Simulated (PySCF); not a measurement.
Species: [TcO4]- (charge -1 and singlet state).
Bonds: Tc1–O2, Tc1–O3, Tc1–O4, Tc1–O5.

Computed by this run: PySCF, PBE0-D3(BJ)/def2-SVP geometry optimisation, gas phase, def2 core potentials past Kr; density fitting, grid level 1; the optimiser is geomeTRIC in internal coordinates, started from a GFN2-xTB structure with every atom displaced at random (about 0.03 Å).

Step 0: E = -10374.9154 eV
```
atom  x, y, z in Å  |  force x, y, z in eV/Å
Tc1     0.0610   -0.0767    0.0125   -8.593   3.187  -0.141
O2     -0.0101   -0.0300    1.6601    0.448  -0.352   3.436
O3      1.5086    0.0019   -0.5880    8.853  -0.291  -2.920
O4     -0.6910    1.3717   -0.5494    0.030  -0.623   0.251
O5     -0.7936   -1.3775   -0.5973   -0.738  -1.921  -0.626
```

Step 1: E = -10375.5743 eV
```
atom  x, y, z in Å  |  force x, y, z in eV/Å
Tc1    -0.0068    0.0053   -0.0246    1.314  -1.520   0.730
O2      0.0298   -0.0616    1.7055   -0.244   0.292  -1.667
O3      1.6386   -0.0662   -0.5690   -1.755   0.345   0.378
O4     -0.7824    1.4241   -0.5708    0.244  -0.481   0.169
O5     -0.8044   -1.4120   -0.6032    0.440   1.365   0.390
```

**Question.** Estimate the geometry and energy of step 2. (The exact step hangs on the optimiser's Hessian estimate; all steps are aligned on step 1, rigid shifts and turns removed.)

**Answer.** E = -10375.6804 eV, largest force 0.900 eV/Å
```
atom  x, y, z in Å  |  force x, y, z in eV/Å
Tc1     0.0096   -0.0175   -0.0142    0.829  -0.336   0.092
O2      0.0132   -0.0483    1.6872   -0.030   0.035  -0.164
O3      1.6265   -0.0479   -0.5780   -0.637   0.064   0.179
O4     -0.7640    1.3868   -0.5570   -0.119   0.232  -0.094
O5     -0.8105   -1.3835   -0.6001   -0.043   0.004  -0.013
```

The energy changes by -0.1061 eV. The first-order estimate −F·Δx gives -0.1887 eV and the mean of the old and new forces, exact on a quadratic surface, -0.1052 eV. The step makes an angle of 43° with the force vector and moves no atom by more than 0.044 Å.

What follows is the cost of the whole optimisation. The run took 21 s of wall time on Arm Neoverse V1, one thread, on a shared host, and the process peaked at 0.34 GiB of memory.
